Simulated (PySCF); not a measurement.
CH₆AlClSi, SMILES [CH3][Al]([SiH3])[Cl], singlet at its CAM-B3LYP/def2-SVP optimised geometry (Å):

```
10

Al     0.5743     0.0803     0.0000
Cl     1.4962     1.1087    -1.6032
C      1.7539    -0.7542     1.2983
H      2.4276    -1.4742     0.8047
H      1.2130    -1.2861     2.0956
H      2.4011     0.0019     1.7735
Si    -1.8697     0.0803     0.0000
H     -2.4276    -0.6216     1.1936
H     -2.3999    -0.6034    -1.2168
H     -2.4041     1.4742     0.0000
```

Calculation: CAM-B3LYP/def2-TZVP (PySCF 2.14.0). Cells within 0.4 Å of a nucleus heavier than hydrogen are left out (blank, or x).

Map of the deformation density (molecule minus spherical neutral atoms) (e/bohr³) on the plane z = 1.0 Å:

```
|00000000000000000000000000000|
|00000000000000000000000000000|
|00000000000000000000000000000|
|00000000000000000000000000000|
|00000000000000000000000000000|
|00000000000000000000000000000|
|00000000000000000000000000000|
|00000000000000000000000000000|
|00000000000000000000000000000|
|00000000000000000000000000000|
|00000000000000000000000000000|
|00000000000000000000000000000|
|00000000000000000000000000000|
|00000011000010000111100000000|
|00000123200110001233110000000|
|00001256410110001455200000000|
|0000025741000000136xx10000000|
|0000012321000000122x663000000|
|00000001100000000001695000000|
|00000000000000000000352000000|
|00000000000000000000000000000|
|00000000000000000000000000000|
|00000000000000000000000000000|
|00000000000000000000000000000|
|00000000000000000000000000000|
|00000000000000000000000000000|
|00000000000000000000000000000|
|00000000000000000000000000000|
|00000000000000000000000000000|
```
Scale: ten equal steps from -0.010 (start of '0') to 0.092 (end of '9'), in the order '0123456789'; x runs from -4.50 to 4.50, y from -4.50 (bottom) to 4.50 (top).
